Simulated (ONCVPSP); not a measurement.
**Which setting gave this result? (argon, ONCV)**

Base potential:

* Element: argon
* Generator: ONCVPSP 4.0.1
* Type: optimised norm-conserving Vanderbilt (ONCV)
* Functional: BLYP
* Relativity: fully relativistic
* Frozen core: [He]
* Valence charge: 16
* Reference configuration: 2s2 2p6 3s2 3p6
* Partial waves: 2s+3s: rc 0.65 bohr, ncon 4, nbas 8, qcut 17.1 1/bohr, 2 projectors; 2p+3p: rc 0.60 bohr, ncon 5, nbas 8, qcut 20.5 1/bohr, 2 projectors; d scattering state at 0.04 Ha: rc 0.65 bohr, ncon 5, nbas 8, qcut 16.4 1/bohr, 1 projector
* Local potential: polynomial inside 0.45 bohr (lpopt 5, dvloc0 6 Ha)
* Core correction: none

Open shells are filled in proportion to 2j + 1.

Cutoffs, loose and tight: the cutoffs (Ha) at which the residual kinetic energy of the hardest occupied pseudo-wave falls to 1 and 0.1 mHa per electron. They do not see the model core or the augmentation charge, which bear on the density cutoff. Test errors are all-electron minus pseudo excitation energies from the reference, over the configurations 2s2 2p6 3s2 3p5; 2s2 2p6 3s2 3p4; 2s2 2p6 3s2 3p3; 2s2 2p6 3s2 3p2; variants that change the core or the reference have their own tests.

Only the scale of all radii (base = 1) is moved:

```tsv
scale of all radii (base = 1)	cutoff, loose	cutoff, tight	bound ghosts	largest test error (meV)
0.8	784 Ha	894 Ha	none	+36
0.85	715 Ha	824 Ha	none	+38
0.95	517 Ha	633 Ha	none	+41
1.07	205 Ha	431 Ha	none	+43
1.18	183 Ha	205 Ha	none	+42
1.25	178 Ha	198 Ha	none	+42
1.29	170 Ha	189 Ha	none	+41
```

One more run gave cutoff, loose: 218 Ha; cutoff, tight: 484 Ha; bound ghosts: none; largest test error (meV): +42. Which value of the scale of all radii (base = 1) was used?

1.02. The loose cutoff moves one way along this sweep, from 784 Ha at 0.8 to 170 Ha at 1.29, which places the run between 0.95 and 1.07.
